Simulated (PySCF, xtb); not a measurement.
2-(furan-2-yl)-1,3-thiazole (C7H5NOS), SMILES c1coc(-c2nccs2)c1.

xtb 6.7.1 with GFN2-xTB at its own geometry gives an orbital gap of 2.82 eV and a dipole moment of 0.59 D.

Coordinates come from a B3LYP-D3(BJ)/def2-SVP optimisation. One conformer was computed; it need not be the lowest.

Problem. What does r2SCAN/def2-SVP (PySCF) give? (The exact figures need the calculation; the answer reports its results.)

Solution. gap 3.29 eV (levels -5.43 and -2.14 eV), dipole 0.78 D.
